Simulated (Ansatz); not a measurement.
Start from `C[S][Ge]([F])([F])[F]` and change one atom or group to get `[CH3][Ge]([F])([F])[F]`.

Ansatz, PBE0-D4/def2-TZVP geometries, multiplicity 1. Each molecule was computed in one conformer, which needn't be the lowest.

Scalar relativity is left out up to krypton.

| property | `C[S][Ge]([F])([F])[F]` |
| --- | --- |
| LUMO energy (B3LYP/def2-TZVPP) / eV | -1.54 |
| HOMO energy (PBE0/def2-TZVPP) / eV | -8.14 |
| size of the dipole moment (PBE/def2-TZVPP) / D | 3.37 |
| HOMO–LUMO gap (ωB97M-V/def2-TZVPP) / eV | 11.21 |
| HOMO–LUMO gap (PBE/def2-TZVPP) / eV | 4.60 |
| HOMO–LUMO gap (B3LYP/def2-TZVPP) / eV | 6.36 |

Task: Give the same properties after the change, and the shifts. (Best estimate.)

Result: Ansatz gave: 
| property | `[CH3][Ge]([F])([F])[F]` | shift |
| --- | --- | --- |
| LUMO energy (B3LYP/def2-TZVPP) / eV | -0.57 | 0.97 |
| HOMO energy (PBE0/def2-TZVPP) / eV | -10.52 | -2.38 |
| size of the dipole moment (PBE/def2-TZVPP) / D | 3.51 | 0.14 |
| HOMO–LUMO gap (ωB97M-V/def2-TZVPP) / eV | 14.47 | 3.26 |
| HOMO–LUMO gap (PBE/def2-TZVPP) / eV | 7.69 | 3.09 |
| HOMO–LUMO gap (B3LYP/def2-TZVPP) / eV | 9.71 | 3.35 |

With PBE0 the HOMO falls by 2.38 eV and the LUMO rises by 1.04 eV, so the gap widens by about 3.42 eV. PBE moves the HOMO by -2.09 eV and ωB97M-V by -2.44 eV. The zero-point energy changes by -7.0 kJ/mol with -3 modes. Dipoles are sizes alone; their direction can turn.

Positive LUMOs are unbound, so they and the gaps depend on the basis.

B3LYP here is the variant with VWN-RPA as its local correlation; programs differ in this.
